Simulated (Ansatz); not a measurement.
Gas-phase electronic energies from Ansatz, PBE0-D4/def2-TZVP geometries. CCSD(T)/CBS adds triple-zeta CCSD(T) − MP2 to the extrapolated MP2 energy (def2 sets, frozen cores). Double bonds are as drawn, so ΔE can hold a change between cis and trans. Functionals use def2-TZVPP. B3LYP here is the variant with VWN-RPA as its local correlation; programs differ in this. For Ga outer-core shells are correlated without core-valence functions, which leaves a few kJ/mol of doubt a bond. Scalar relativity is left out up to krypton. One conformer a species, not always the lowest.

`[CH3][GaH]/[N]=C\[SiH3]` + `COC=O` → `C[O][GaH][CH3]` + `O=C/N=C\[SiH3]`  (formal exchange of groups at a Ga–N bond)

(1) Is it downhill or uphill in electronic energy at CCSD(T)/CBS, and by how much? (An estimate is asked.)

(2) What do these levels give: PBE-D4, r2SCAN-D4, PBE0-D4, B3LYP-D4, PBE, PBE0, B3LYP, SCS-MP2/def2-TZVPP, CCSD(T)/def2-TZVPP, MP2/def2-QZVPP, SCS-MP2/def2-QZVPP, HF/CBS(def2)? (Best estimate.)

Largest T1 diagnostic among the species: 0.017.

Results:

(1) The calculation gave: Uphill: ΔE = +7.5 kJ/mol.

(2) The calculation gave: PBE-D4 12.3, r2SCAN-D4 11.1, PBE0-D4 11.4, B3LYP-D4 9.9, PBE 13.0, PBE0 11.9, B3LYP 11.0, SCS-MP2/def2-TZVPP 6.2, CCSD(T)/def2-TZVPP 7.6, MP2/def2-QZVPP 7.5, SCS-MP2/def2-QZVPP 5.8, HF/CBS(def2) 8.0 kJ/mol.
